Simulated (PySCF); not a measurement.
# Electron correlation in Kr³⁺ (krypton, charge +3)

[Ar] 3d10 4s2 4p3, high-spin 4S determinant. Calculation: PySCF 2.14, in ANO-RCC-VTZP; scalar relativity by spin-free X2C-1e. Frozen: [Ar] 3d10; 5 electrons correlated.

MP2 pair energies summed by pair of shells (mhartree):

```tsv
pair	energy	share (%)
4s-4p	-55.10	67.3
4p-4p	-18.38	22.4
4s-4s	-8.42	10.3
```

Total MP2 correlation energy: -81.90 mhartree.

Same-spin part -21.36 and opposite-spin part -60.54 mhartree; SCS-MP2 scales them by 1/3 and 6/5 to -79.77 mhartree.
